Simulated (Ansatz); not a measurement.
Wavefunction ladder for CH₂OSe₂, SMILES `OC1[Se][Se]1`

```csv
atom,x (Å),y (Å),z (Å)
O1,0.2302,1.1640,0.4032
C2,0.0428,-0.1635,0.1558
Se3,1.4090,-1.0179,-0.8943
Se4,-0.8377,-0.7349,-1.5197
H5,-0.5476,1.5107,0.8539
H6,-0.2967,-0.7584,1.0010
```

The species carries charge 0 and has multiplicity 1. Correlated methods include outer-core shells of Se, which these sets cover unevenly. Scalar relativity is left out up to krypton. Geometry: relaxed with PBE0-D4/def2-TZVP. It is one conformer, not always the lowest. Frozen core, restricted reference, Ansatz.

```csv
basis,HF (Eh),MP2 corr.
def2-SVP,-4912.85613,-0.78875
def2-TZVPP,-4913.59708,-0.94551
def2-QZVPP,-4913.69712,-1.58214
```

Q: Estimate the CCSD correlation energy and the (T) correction in each basis where they were run (hartree).

A: 
```
     basis  CCSD corr.       (T)
  def2-SVP    -0.79766  -0.02566
def2-TZVPP    -0.94996  -0.04217
```
